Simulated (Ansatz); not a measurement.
Job for Ansatz (a quantum-chemistry and plane-wave program): R-PBE/def2-TZVPP on C2H6AlF (SMILES [CH3][Al]([CH3])[F]).

Ansatz 0.2 input:
```yaml
crystal:
  periodic: [false, false, false]
  atoms:
    - {symbol: C, position_ang: [-1.71969234, -0.36655544, 0.04825475]}
    - {symbol: Al, position_ang: [-0.04682421, 0.61658593, -0.10640441]}
    - {symbol: C, position_ang: [1.75630391, -0.10277290, 0.03530916]}
    - {symbol: F, position_ang: [-0.17304375, 2.25132461, -0.39336013]}
    - {symbol: H, position_ang: [-2.23213329, -0.10904844, 0.98059623]}
    - {symbol: H, position_ang: [-1.57057862, -1.44838989, 0.04351498]}
    - {symbol: H, position_ang: [-2.40602629, -0.11245158, -0.76369454]}
    - {symbol: H, position_ang: [2.22334811, -0.16351172, -0.95299387]}
    - {symbol: H, position_ang: [2.39651963, 0.54129663, 0.64335071]}
    - {symbol: H, position_ang: [1.77192684, -1.10647721, 0.46562711]}
basis:
  gaussian:
    orbitals: def2-TZVPP
hamiltonian:
  xc: {name: PBE}
scf: {lower_state_search: off}
```

Output:

```
WARN ansatz: RAYON_NUM_THREADS=4 ignored (pool sized by the plan → 4); use --threads N
Functional definition: PBE
these checks for a lower state are left out or cut short: stability, starts, cluster_reference, orbital_swaps, neighbouring_geometries, increment
integrals: 0.12 GiB planned
1139 factors; their error is unknown
mean field: 0.90 GiB planned
mean field evaluation 1: about -11461.2410 eV, gradient 9.7e1 eV
mean field evaluation 2: about -11432.1050 eV, gradient 1.4e2 eV
mean field evaluation 4: about -11480.6966 eV, gradient 1.6e1 eV
mean field evaluation 8: about -11481.1235 eV, gradient 4.0e-1 eV
mean field evaluation 16: about -11481.1237 eV, gradient 1.1e-5 eV
mean field -11481.12373298 eV, -421.9235150018 hartree, gradient 5.5e-6 eV, S^2 0.000000; 0 other end points of the search recorded, 0 dependent functions left out
reference -11481.12377889 eV, -421.9235166890 hartree; 20, 20 occupied and 199, 199 virtual orbitals, 1139 factors
Total energy: -11481.12377889 eV, -421.9235166890 hartree
Checks for a lower state left out: stability, starts, cluster_reference, orbital_swaps, neighbouring_geometries, increment
```

The calculation finished and met its thresholds.

Cost: roughly 3 core-seconds.
